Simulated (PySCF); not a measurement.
## Two-component Hartree-Fock for Zr²³⁺ (zirconium, charge +23)

Start: [Ne] 3s2 3p5; 3p1/2 filled at m_j = -1/2, +1/2; 3p3/2 filled at m_j = -1/2, +1/2, +3/2. Calculated with PySCF 2.14 in an even-tempered Gaussian basis (19 s from 3 bohr⁻², ratio 2.4; 14 p from 3.8 bohr⁻², ratio 2.4; 5 d from 17 bohr⁻², ratio 2.6; 4 f from 25 bohr⁻², ratio 2.6): generalised Hartree-Fock with the X2C-1e Hamiltonian and a Gaussian nucleus; one run each with spin-orbit coupling (SO) switched off, then screened by Boettger's factors.

| spinor shell | electrons | ε, spin-free (eV) | ε, screened SO (eV) | weight of nominal j (screened SO) | rms radius, screened SO (bohr) |
| --- | --- | --- | --- | --- | --- |
| 1s1/2 | 2 | -19093.3 | -19092.1 | 1.000 | 0.0426 |
| 2s1/2 | 2 | -3552.2 | -3551.7 | 1.000 | 0.174 |
| 2p1/2 | 2 | -3271.1 | -3332.0 | 1.000 | 0.151 |
| 2p3/2 | 4 | -3271.1 | -3241.9 | 1.000 | 0.155 |
| 3s1/2 | 2 | -1249.8 | -1249.6 | 1.000 | 0.435 |
| 3p1/2 | 2 | -1155.2 | -1167.9 | 0.984 | 0.425 |
| 3p3/2 | 3 | -1155.2 | -1149.0 | 0.989 | 0.432 |

| quantity | spin-free | screened SO |
| --- | --- | --- |
| E (hartree) | -3265.36440 | -3265.93968 |
| M_J | 3/2 | 3/2 |
| ⟨J²⟩ | 3.751 | 3.751 |
| ⟨L²⟩ | 2.001 | 2.004 |
| ⟨S²⟩ | 0.750 | 0.754 |

Each row is a mean over spinors that exchange with the open shell spreads, by up to 13.251 eV (3s1/2).

Breit and QED terms are absent; they matter most for the inner s and p1/2 levels.

Densities and radii are taken from the X2C orbitals without a picture-change correction, which distorts them close to the nucleus.

Without spin-orbit coupling the j labels of p, d and f shells carry no meaning; the spin-free column gives the mean over the occupied spinors of each nl shell.
